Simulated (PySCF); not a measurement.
HO3Ta, SMILES [O]=[Ta]([OH])=[O], multiplicity 1.

Geometry optimised at PBE0-D3(BJ)/def2-SVP. The geometry has at least one imaginary mode, so it is a saddle point at that level. The spin state was assumed, not searched. The def2 effective core potentials stand for the cores of Ta; spin–orbit coupling is left out. The values are those of a single conformer.

Method: PBE0/def2-TZVPD (PySCF).

Symmetry labels are those of the subgroup Cs that the program uses (full group Cs).

List the valence orbital energies around the gap with their symmetry. (Estimate from the structure and the level; the computed values follow.)


| orbital | symmetry | energy (eV) |
|---|---|---|
| HOMO−7 | A" | -10.88 |
| HOMO−6 | A' | -10.67 |
| HOMO−5 | A' | -10.43 |
| HOMO−4 | A" | -9.99 |
| HOMO−3 | A' | -9.17 |
| HOMO−2 | A' | -8.97 |
| HOMO−1 | A" | -8.90 |
| HOMO | A" | -7.87 |
| LUMO | A' | -3.63 |
| LUMO+1 | A' | -1.34 |
| LUMO+2 | A" | -0.60 |
| LUMO+3 | A' | -0.18 |
